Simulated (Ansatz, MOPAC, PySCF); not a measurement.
System: GeBr2, charge 0, multiplicity 1. SMILES: [Br][Ge][Br]
Geometry from a B3LYP-D3(BJ)/def2-TZVP (Ansatz, a first-principles code) optimisation:
```xyz
3

Ge    -0.0024    -0.0017     1.0279
Br     1.0252    -1.5196    -0.4700
Br    -1.0230     1.5212    -0.4697
```

Unscaled harmonic wavenumbers (cm⁻¹) in rising order, each level at the stationary point that it reaches from this structure (no distance between atoms moves by over 0.3 Å); the order of modes can differ between levels, and a negative number is imaginary. B3LYP-D3(BJ)/def2-TZVP (PySCF, at the structure above): 99, 271, 280.

PM7 (MOPAC): 84, 270, 275. Zero-point energy 0.9 against 0.9 kcal/mol.

HF/3-21G (Ansatz): 100, 273, 275. Zero-point energy 0.9 against 0.9 kcal/mol.
